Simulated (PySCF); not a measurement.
Excitations are Tamm–Dancoff values on a coarser integration grid. The basis has no diffuse functions, so Rydberg states are missing or too high.

Z-matrix (Å, degrees):
```
C
C 1 1.4113
H 2 1.0931 1 119.39
C 2 1.3938 3 119.82 1 179.94
C 1 1.4247 2 119.17 3 179.99
C 5 1.4063 1 120.53 2 0.04
C 6 1.3836 5 118.86 1 -0.06
H 7 1.0913 6 118.71 5 179.92
H 6 1.0918 7 120.49 8 -0.04
C 1 1.4277 2 129.38 3 0.03
C 10 1.3846 1 114.38 2 179.96
H 10 1.0916 11 121.99 1 -179.99
C 4 1.4707 2 119.15 3 -0.09
C 13 1.3409 4 127.45 2 -178.69
H 14 1.0923 13 120.79 4 179.90
H 14 1.0932 15 116.53 13 179.91
H 13 1.0959 14 118.11 15 0.04
B 11 1.5234 10 127.50 12 0.03
H 18 1.2058 11 121.28 10 179.89
H 18 1.2068 19 120.03 11 179.83
S 5 1.7366 6 127.92 9 -0.10
```
Charge 0, multiplicity 1.

Task: Estimate the total energy, dipole moment and brightest of the four lowest singlets (TDA) that TPSSh-D3(BJ)/def2-TZVP // B3LYP-D3(BJ)/def2-SVP run with PySCF returns for this input.

Result: 
total energy: -809.7462 Ha
dipole moment: 2.26 D
brightest of the four lowest singlets (TDA): 4.77 eV
